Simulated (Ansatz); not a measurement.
B₂H₆Si₂, SMILES `[SiH3]B1B[SiH2]1`, one more setting.

```yaml
crystal:
  periodic: [false, false, false]
  atoms:
    - {symbol: Si, position_ang: [-1.583864, 1.337689, -0.953233]}
    - {symbol: B, position_ang: [-0.449830, -0.684403, -0.104870]}
    - {symbol: B, position_ang: [0.077768, -2.399717, 0.409765]}
    - {symbol: Si, position_ang: [1.720564, -0.312347, 0.843253]}
    - {symbol: H, position_ang: [-1.957759, 1.156391, -2.766578]}
    - {symbol: H, position_ang: [-3.188571, 1.604779, -0.050672]}
    - {symbol: H, position_ang: [-0.542458, 2.864331, -0.733246]}
    - {symbol: H, position_ang: [0.674094, -3.662105, 0.886220]}
    - {symbol: H, position_ang: [2.345821, 1.435190, 0.855157]}
    - {symbol: H, position_ang: [3.007864, -1.403683, 1.617703]}
basis:
  gaussian: {orbitals: "6-31++G**", point_charges: [{charge: 0.50, position_ang: [7.315, -0.392, 0.983]}]}
hamiltonian: {xc: {name: SVWN5}}
```

```sh
$ ansatz run in.yaml --threads 2 --pin off --events-out ev --progress --plain --max-ram 4352MiB
```

It prints (some lines left out):

```
Functional definition: SVWN5
1184 factors; their error is unknown
mean field evaluation 1: about -17109.7412 eV, gradient 3.5e1 eV
mean field evaluation 2: about -17060.4648 eV, gradient 9.5e1 eV
mean field evaluation 4: about -17111.2738 eV, gradient 2.6e1 eV
mean field evaluation 8: about -17115.1511 eV, gradient 2.4e-1 eV
mean field evaluation 16: about -17115.0789 eV, gradient 8.5e-4 eV
mean field -17115.07894886 eV, -628.9675503534 hartree, gradient 6.3e-5 eV, S^2 0.000000; 0 other end points of the search recorded, 0 dependent functions left out
reference -17115.07904681 eV, -628.9675539532 hartree; 22, 22 occupied and 98, 98 virtual orbitals, 1184 factors
Total energy: -17115.07904681 eV, -628.9675539532 hartree
```

Run time 1.8 s (2 threads of an Arm Neoverse N1 on a shared host); peak host memory 0.41 GiB.
